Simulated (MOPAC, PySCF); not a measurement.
H9AlSi3, SMILES `[Al]([SiH3])([SiH3])[SiH3]`, neutral singlet in the gas phase. 

Z-matrix (Å, degrees):
```
Al
Si 1 2.4591
H 2 1.4889 1 114.52
H 2 1.4916 3 107.64 1 123.41
H 2 1.4925 3 107.45 4 114.62
Si 1 2.4604 2 123.23 3 -5.51
H 6 1.4891 1 114.25 2 5.18
H 6 1.4916 7 107.57 1 -123.36
H 6 1.4923 7 107.41 8 -114.61
Si 1 2.4614 2 119.38 3 176.15
H 10 1.4894 1 114.07 2 -6.29
H 10 1.4915 11 107.51 1 123.56
H 10 1.4924 11 107.33 12 114.54
```
Charge 0, spin multiplicity 1.

All levels are single points at this geometry (r2SCAN-D4/def2-TZVP); Pople sets use spherical d functions. Orbital energies aren't observables, and empty levels follow the basis.

B3LYP/3-21G in PySCF gives HOMO (eV) = -7.23.

**Question.** Estimate the HOMO (eV) from each of these levels: PBE-D3(BJ)/def2-TZVP in PySCF; r2SCAN-D4/def2-TZVP in PySCF; M06-2X/6-31G* in PySCF; PBE/6-31G* in PySCF; SVWN5/6-31G* in PySCF; HF/3-21G in PySCF; HF/6-31G* in PySCF; PM3 in MOPAC.

**Answer.** 
```
level                          HOMO (eV)
-----------------------------  ---------
PBE-D3(BJ)/def2-TZVP in PySCF      -6.31
r2SCAN-D4/def2-TZVP in PySCF       -6.54
M06-2X/6-31G* in PySCF             -8.16
PBE/6-31G* in PySCF                -6.23
SVWN5/6-31G* in PySCF              -6.27
HF/3-21G in PySCF                  -9.71
HF/6-31G* in PySCF                 -9.59
PM3 in MOPAC                       -8.98
```
